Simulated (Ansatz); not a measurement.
Cost and result for the atomization energy of CH$_{10}$N$_{2}$Si$_{2}$ (`N[SiH2]C[SiH2]N`) (15 atoms, 14 bonds).

```xyz
15

N     1.769   -0.961    2.196
Si    0.783   -1.196    0.801
C     0.234    0.452    0.121
Si   -1.229    0.336   -1.031
N    -1.348    1.770   -1.980
H     2.600   -0.395    2.128
H     1.923   -1.738    2.819
H    -0.373   -2.019    1.251
H     1.441   -1.937   -0.318
H     1.067    0.910   -0.422
H    -0.024    1.105    0.962
H    -1.079   -0.784   -2.000
H    -2.428    0.035   -0.191
H    -1.912    1.756   -2.815
H    -1.422    2.665   -1.522
```

Total charge 0; spin multiplicity 1. Geometry: relaxed with PBE0-D4/def2-TZVP. It is one conformer, not always the lowest. Program: Ansatz. All runs use 2 threads of an AMD EPYC 7R13 on a shared host and a share of an NVIDIA H100 80 GB. Times are those of one run each, without the atoms' runs, and a repeat can differ threefold. Electronic energies, without spin–orbit coupling; frozen cores. CCSD(T)/CBS adds CCSD(T) − MP2 in def2-TZVPP to the MP2 limit, and its time is that of the two runs behind it. T1 = 0.010. B3LYP takes the VWN-RPA correlation (the form of Gaussian; ORCA's B3LYP/G).

CCSD(T)/CBS is a level of theory with its own doubt, some kJ/mol a heavy atom from the limit and from the frozen cores, so smaller differences don't rank the functionals.

```json
{"level": "PBE0-D4/def2-TZVPP", "functions": "317", "wall time": "3.2 s", "atomization (kcal/mol)": "1222.0", "difference from CCSD(T)/CBS": "-9.5", "per bond": "-0.7"}
{"level": "PBE-D4/def2-TZVPP (with forces)", "functions": "317", "wall time": "3.5 s", "atomization (kcal/mol)": "1235.3", "difference from CCSD(T)/CBS": "3.8", "per bond": "0.3"}
{"level": "r2SCAN-D4/def2-TZVPP (with forces)", "functions": "317", "wall time": "3.6 s", "atomization (kcal/mol)": "1224.3", "difference from CCSD(T)/CBS": "-7.2", "per bond": "-0.5"}
{"level": "B3LYP-D4/def2-TZVPP (with forces)", "functions": "317", "wall time": "4.5 s", "atomization (kcal/mol)": "1232.8", "difference from CCSD(T)/CBS": "1.3", "per bond": "0.1"}
{"level": "B2PLYP/def2-TZVPP", "functions": "317", "wall time": "4.8 s", "atomization (kcal/mol)": "1215.6", "difference from CCSD(T)/CBS": "-15.9", "per bond": "-1.1"}
{"level": "ωB97X-V/def2-TZVPP", "functions": "317", "wall time": "5.5 s", "atomization (kcal/mol)": "1237.6", "difference from CCSD(T)/CBS": "6.1", "per bond": "0.4"}
{"level": "MP2/def2-QZVPP", "functions": "611", "wall time": "5.5 s", "atomization (kcal/mol)": "1221.8", "difference from CCSD(T)/CBS": "-9.7", "per bond": "-0.7"}
{"level": "ωB97M-V/def2-TZVPP (with forces)", "functions": "317", "wall time": "7 s", "atomization (kcal/mol)": "1235.3", "difference from CCSD(T)/CBS": "3.8", "per bond": "0.3"}
{"level": "CCSD(T)/def2-TZVPP", "functions": "317", "wall time": "7 s", "atomization (kcal/mol)": "1195.5", "difference from CCSD(T)/CBS": "-36.0", "per bond": "-2.6"}
{"level": "CCSD(T)/CBS(def2)", "functions": "–", "wall time": "13 s", "atomization (kcal/mol)": "1231.5", "difference from CCSD(T)/CBS": "0.0", "per bond": "0.0"}
```

In def2-TZVPP, CCSD(T) changes the Hartree–Fock value by +304.9 kcal/mol (the triples alone add +14.2 kcal/mol) and MP2 by +309.5 kcal/mol; breaking electron pairs costs correlation energy, which Hartree–Fock lacks. From PBE to PBE0 (25 % exact exchange), in def2-TZVPP and without D4, the atomization energy moves by −12.2 kcal/mol: exact exchange takes away binding that semilocal exchange gives to molecules. The D4 term adds +12.1 kcal/mol with B3LYP and +6.4 kcal/mol with PBE0; it sums over pairs of atoms, weighted by their polarisabilities, and B3LYP, whose exchange is more repulsive, gets the larger term.
